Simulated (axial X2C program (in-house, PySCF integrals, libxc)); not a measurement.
Values are calculated unless marked as measured or tabulated.
# NaGe: input and output

Program: an in-house all-electron X2C program for linear molecules (integrals from PySCF).

The run was started with this input:
```json
{"zs": [32, 11], "q": 0, "bas": ["dyall-cv3z", "dyall-cv3z"], "levels": ["PBE0", "HF", "M06"], "cc": true, "r0": 2.76, "thr": -1.0, "nmax": 90, "npts": 10, "nst": 2, "ntry": 6}
```
```bash
python so2c.py task.json out
```

Keys: zs atomic numbers; q charge; bas basis sets; levels methods; cc coupled cluster on or off; r0 starting distance in Å; thr threshold in hartree for freezing inner shells (an s shell follows its p shell); nmax most natural virtual spinors; npts points on the curve; nst determinants followed; ntry starts of the search. HF also brings MP2.

Output of the HF step, with spin–orbit coupling, at R = 2.742 Å for the state Ω = 3/2. It starts from PBE0 orbitals of this distance.

```
two-component X2C + atomic mean field  HF
basis functions 180  fitting functions 939  grid points 5087
iter        total energy     max residual
   1      -2258.508526878     2.91e-01
   2      -2258.530181143     8.56e-03
   3      -2258.530978849     6.05e-03
   4      -2258.531260046     1.13e-03
   5      -2258.531351883     6.89e-04
   6      -2258.531401227     3.82e-04
   7      -2258.531421294     1.32e-04
   8      -2258.531423101     3.88e-05
   9      -2258.531423270     2.06e-05
  10      -2258.531423314     1.76e-05
  11      -2258.531423353     1.38e-05
  12      -2258.531423375     1.10e-05
  13      -2258.531423389     8.93e-06
  14      -2258.531423411     4.54e-06
  15      -2258.531423419     1.32e-06
  16      -2258.531423419     3.62e-07
converged
one-electron -3287.23432852  Coulomb 1054.20306656  exact exchange -92.69609019  xc functional 0.00000000  nuclear repulsion 67.93230425  atomic mean-field constant -0.73637552
correlated 5  virtual 257  natural virtual 59  E(MP2) -0.068171153  MP2 remainder -0.001396406
iter   CCSD correlation   residual
   1     -0.077486440   8.45e-02
   2     -0.080388979   2.44e-02
   3     -0.080567740   5.47e-03
   4     -0.080572803   2.01e-03
   5     -0.080571910   1.04e-03
   6     -0.080579451   5.89e-04
   7     -0.080578705   3.85e-04
   8     -0.080578382   2.39e-04
   9     -0.080578844   1.54e-04
  10     -0.080579477   1.01e-04
  11     -0.080578843   4.29e-05
  12     -0.080578685   1.47e-05
  13     -0.080578701   8.89e-06
(T) -0.003354998  T1 0.0126  D1 0.0175  max T2 0.065
```
Energies are in hartree; totals compare only within one Hamiltonian and basis. T1 in the output is the amplitude norm over the root of the electron number; divide by √2 for the Lee–Taylor value.
